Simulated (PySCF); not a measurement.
dimethyl carbonate (C₃H₆O₃), SMILES O=C(OC)OC. Geometry optimised at PBE0-D3(BJ)/def2-SVP.

Q: Give the equilibrium geometry at PBE0-D3(BJ)/def2-SVP (PySCF confirms it by a frequency run) as a Z-matrix, and its point group. (Estimate from the structure and the level; the computed values follow.)

A: point group C2v.
```
C
O 1 1.2023
O 1 1.3279 2 125.76
O 1 1.3279 2 125.76 3 180.00
C 3 1.4148 1 115.20 2 0.00
H 5 1.0962 3 106.16 1 180.00
H 5 1.1002 6 110.11 3 -120.26
H 5 1.1002 6 110.11 7 -119.48
C 4 1.4148 1 115.20 2 0.00
H 9 1.0962 4 106.16 1 180.00
H 9 1.1002 10 110.11 4 120.26
H 9 1.1002 10 110.11 11 119.48
```
